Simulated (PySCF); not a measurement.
Ligand exchange on a metal centre used in film growth or etching (Zn Cl-H). Gas-phase values, no solvent.

The dipole moment from two functionals at the same geometries (BP86-D3(BJ)/def2-SVP), both in PySCF: PBE-D3(BJ)/def2-TZVP and B3LYP-D3(BJ)/def2-TZVP. B3LYP has the VWN-RPA correlation part, as in Gaussian. 

```
species                                B3LYP-D3(BJ)/def2-TZVP (D)
-------------------------------------  --------------------------
0 of 2 Cl replaced by H ([Zn(Cl)2])                          0.00
1 of 2 Cl replaced by H ([Zn(Cl)(H)])                        1.78
2 of 2 Cl replaced by H ([Zn(H)2])                           0.00
```

Q: What does PBE-D3(BJ)/def2-TZVP give for each?

A: 
- 0 of 2 Cl replaced by H ([Zn(Cl)2]): 0.00
- 1 of 2 Cl replaced by H ([Zn(Cl)(H)]): 1.69
- 2 of 2 Cl replaced by H ([Zn(H)2]): 0.00
Over these rows, drawn at random from the members with no instability flagged (it was tested for open shells, ions and some series alone), PBE minus B3LYP-D3(BJ): mean -0.03 D, from -0.08 D to 0.00 D.
